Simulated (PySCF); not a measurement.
How methods differ on the excitation energy of Xe(2+)

Xe(2+) [Kr] 4d10 5s2 5p4 (3P) → Xe(2+) [Kr] 4d10 5s2 5p3 5d1 (5D), as a difference of total energies. Computed with PySCF 2.14 in aug-cc-pVQZ-PP with ECP28MDF, with scalar relativity through the core potential. Correlated levels: valence: 4s2 4p6 4d10 frozen. The calculations carry no spin-orbit coupling.

```json
{"method": "UHF", "excitation energy (eV)": "12.547"}
{"method": "MP2 (valence)", "excitation energy (eV)": "13.027"}
{"method": "SCS-MP2 (valence)", "excitation energy (eV)": "13.221"}
{"method": "CCSD (valence)", "excitation energy (eV)": "13.107"}
{"method": "CCSD(T) (valence)", "excitation energy (eV)": "13.117"}
```

Task: How much does correlation contribute at CCSD(T) (valence)?

Result: 13.117 − (12.547) = 0.570 eV, measured against UHF.

The promoted electron is Rydberg-like, and one or two diffuse shells describe it only roughly, which tends to raise the upper state.
